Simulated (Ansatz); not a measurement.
BFGeH₄, SMILES `F[BH][GeH3]` from Hartree–Fock to CCSD(T)

```xyz
7

F    -0.0695    1.4125    1.6636
B     0.4905    0.9975    0.5433
Ge   -0.2977   -0.6792   -0.4067
H     1.4299    1.6327    0.1469
H     0.5056   -1.0555   -1.6620
H    -1.7550   -0.4187   -0.8296
H    -0.3038   -1.8894    0.5445
```

Total charge 0; spin multiplicity 1. Correlated methods include outer-core shells of Ge, which these sets cover unevenly. Scalar relativity is left out up to krypton. The structure was optimised at the PBE0-D4/def2-TZVP level. Frozen core, restricted reference, Ansatz 0.2.0.

```csv
basis,HF (Eh),MP2 corr.
def2-SVP,-2201.48122,-0.50376
def2-TZVPP,-2201.90113,-0.61254
def2-QZVPP,-2201.94901,-0.90732
```

Question: Estimate the CCSD correlation energy and the (T) correction in each basis where they were run (hartree).

Answer: 
```csv
basis,CCSD corr.,(T)
def2-SVP,-0.52927,-0.01232
def2-TZVPP,-0.63787,-0.02007
```
